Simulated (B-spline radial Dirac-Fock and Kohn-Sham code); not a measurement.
**Binding energies of Pt at several levels of theory**

System: atomic platinum, configuration 1s2 2s2 2p6 3s2 3p6 3d10 4s2 4p6 4d10 4f14 5s2 5p6 5d8 6s1 6p1 (an excited configuration).

The density-functional columns are spherical, spin-unpolarised Dirac-Kohn-Sham results without Breit or QED terms: −ε is minus the orbital energy of the initial state and ΔSCF the difference of two total energies. The reference in the last column comes from Dirac-Fock (average of configuration) total-energy differences with a finite nucleus, the Breit interaction including its frequency dependence, and self-energy and vacuum-polarisation corrections. All numbers are from an atomic code on a B-spline grid, in eV; a selection of levels is shown. The Kohn-Sham columns are given as differences from the reference. For the 1s level of heavy atoms much of the gap between ΔSCF and the reference is the Breit and QED part, -416.8 eV here; for other levels the error of the functional can be larger.

```
     level  LDA −ε − DF  LDA ΔSCF − DF  Dirac-Fock
    K (1s)       -189.9         +405.5     78403.6
   L1 (2s)       -164.9          -56.4     13900.9
L2 (2p1/2)       -113.0          +27.8     13286.7
L3 (2p3/2)       -130.6          -12.2     11577.3
   M1 (3s)        -88.3          -57.7      3317.8
M2 (3p1/2)        -69.4          -36.3      3044.9
M3 (3p3/2)        -68.9          -39.4      2664.9
   N1 (4s)        -47.9          -34.7       744.9
N2 (4p1/2)        -39.8          -26.6       628.8
N3 (4p3/2)        -39.5          -27.1       537.9
N6 (4f5/2)         -9.2           +2.2       86.16
N7 (4f7/2)         -9.3           +1.9       82.85
O2 (5p1/2)         -9.1           -2.5       80.98
O3 (5p3/2)         -9.4           -3.2       66.06
 O4,5 (5d)         -3.4           +1.7       13.51
   P1 (6s)         -1.9           +1.7       10.02
 P2,3 (6p)         -1.7           +0.8        4.04
```

Values without a named source are computed, but for edge energies of neutral atoms, which are taken from tables.
